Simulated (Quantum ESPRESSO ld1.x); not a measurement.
Results of a calculation; reference values are marked as such.
Question: Al10+, 3 electrons, occupied as [He] 2s1 (the NIST ground configuration). Level of theory: scalar-relativistic Kohn-Sham, LDA (Slater exchange, Perdew-Zunger correlation), spin-polarised, spherical densities, point nucleus; open shells are filled with parallel spins first (ld1.x of Quantum ESPRESSO 7.5). Some entries of the table are withheld. Estimate them.

| orbital | occ. | eigenvalue (hartree) | r(max) (bohr) | <1/r> (bohr^-1) |
|---|---|---|---|---|
| 1s up | 1 | -71.1335 | 0.078 | 12.67 |
| 1s down | 1 | -71.0134 | 0.078 | 12.67 |
| 2s up | 1 | -15.5517 | 0.440 | 2.912 |
| 2s down | 0 | -14.9845 | 0.440 | 2.899 |
| 2p up | 0 | -14.7398 | (1) | 2.839 |
| 2p down | 0 | -14.2287 | (2) | 2.851 |
| 3s up | 0 | -6.3980 | 1.14 | 1.251 |
| 3s down | 0 | -6.2571 | 1.16 | 1.225 |

Answer: 
(1) 2p up r(max) (bohr): 0.352
(2) 2p down r(max) (bohr): 0.349
